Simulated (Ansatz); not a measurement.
`B[C](=C)[SnH3]` and `C=[CH][SnH3]` differ in one atom or group.

Ansatz, PBE0-D4/def2-TZVP geometries, multiplicity 1. 

Elements past krypton have def2 core potentials.

| property | `B[C](=C)[SnH3]` |
| --- | --- |
| LUMO energy (PBE/def2-TZVPP) / eV | -3.28 |
| HOMO energy (PBE/def2-TZVPP) / eV | -6.76 |
| size of the dipole moment (B3LYP/def2-TZVPP) / D | 1.21 |
| LUMO energy (B3LYP/def2-TZVPP) / eV | -2.47 |
| HOMO–LUMO gap (ωB97M-V/def2-TZVPP) / eV | 9.83 |
| size of the dipole moment (PBE/def2-TZVPP) / D | 1.23 |

**Question.** What does the change do to each property? (Best estimate.)

**Answer.** Computed: 
```csv
property,`C=[CH][SnH3]`,shift
LUMO energy (PBE/def2-TZVPP) / eV,-1.34,1.94
HOMO energy (PBE/def2-TZVPP) / eV,-6.82,-0.06
size of the dipole moment (B3LYP/def2-TZVPP) / D,0.63,-0.58
LUMO energy (B3LYP/def2-TZVPP) / eV,-0.55,1.92
HOMO–LUMO gap (ωB97M-V/def2-TZVPP) / eV,11.83,2.00
size of the dipole moment (PBE/def2-TZVPP) / D,0.65,-0.58
```

Dipoles are sizes alone; their direction can turn.

B3LYP here is the variant with VWN-RPA as its local correlation; programs differ in this.
